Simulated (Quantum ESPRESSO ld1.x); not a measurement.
Charge is removed step by step from the 4s level of Cu, starting from [Ar] 3d10 4s1. Method: scalar-relativistic Kohn-Sham, LDA (Slater exchange, VWN5 correlation), spin-unpolarised, spherical densities, point nucleus; computed with ld1.x of Quantum ESPRESSO 7.5.

removed (e)  E - E(0) (eV)  eigenvalue (eV)  E minus straight line (eV)
0                    0.000           -4.857                       0.000
0.125                0.660           -5.710                      -0.393
0.25                 1.428           -6.585                      -0.678
0.375                2.307           -7.478                      -0.853
0.5                  3.298           -8.389                      -0.915
0.625                4.405           -9.314                      -0.862
0.75                 5.627          -10.251                      -0.693
0.875                6.968          -11.198                      -0.406
1                    8.427          -12.151                       0.000

Removing the whole electron costs 8.427 eV by Delta-SCF, against 4.857 eV from minus the eigenvalue at the starting occupation. Slater's transition state (half an electron removed) gives 8.389 eV. Integrating minus the eigenvalue over the occupation (Janak's theorem) gives 8.428 eV. In this scalar-relativistic scheme the density is built from large components alone, so the theorem holds only approximately. The mean slope of the eigenvalue, de/dn, is 7.29 eV per electron. Ionisation energy of Cu in the NIST Atomic Spectra Database: 7.726 eV (measured).

Beside tabulated values, note that spin-unpolarised runs miss the spin-polarisation part of the exchange energy of open shells.
